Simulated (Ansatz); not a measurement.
Program: Ansatz. Geometries: PBE0-D4/def2-TZVP. ΔE: electronic, gas phase. CCSD(T)/CBS adds triple-zeta CCSD(T) − MP2 to the extrapolated MP2 energy (def2 sets, frozen cores). Functionals use def2-TZVPP. B3LYP here is the variant with VWN-RPA as its local correlation; programs differ in this. For Ge outer-core shells are correlated without core-valence functions, which leaves a few kJ/mol of doubt a bond. Scalar relativity is left out up to krypton. Each species was taken in one conformer, which may not be the lowest.

Reaction (redistribution): `[F][Ge]([F])([SH])[Cl]` + `B[SiH2]C[SiH3]` → `[F][Ge]([SiH3])([SH])[Cl]` + `B[SiH2]CF`

Question: Is it downhill or uphill in electronic energy at CCSD(T)/CBS, and by how much? (An estimate is asked.)

Answer: The calculation gave: Uphill: ΔE = +36.7 kcal/mol.

Question: What do these levels give: PBE-D4, r2SCAN-D4, PBE0-D4, ωB97X-V, ωB97M-V, B2PLYP, PBE, r2SCAN, B3LYP, CCSD/def2-TZVPP, MP2/CBS(def2), CCSD/CBS(def2)? (Estimate.)

Answer: Ansatz gave: PBE-D4 31.4, r2SCAN-D4 36.0, PBE0-D4 33.7, ωB97X-V 35.6, ωB97M-V 36.4, B2PLYP 36.0, PBE 31.1, r2SCAN 35.9, B3LYP 32.6, CCSD/def2-TZVPP 37.8, MP2/CBS(def2) 39.8, CCSD/CBS(def2) 36.6 kcal/mol.

Largest T1 diagnostic among the species: 0.012.

From PBE to PBE0 (25 % exact exchange), in def2-TZVPP and without D4, ΔE moves by +2.4 kcal/mol.
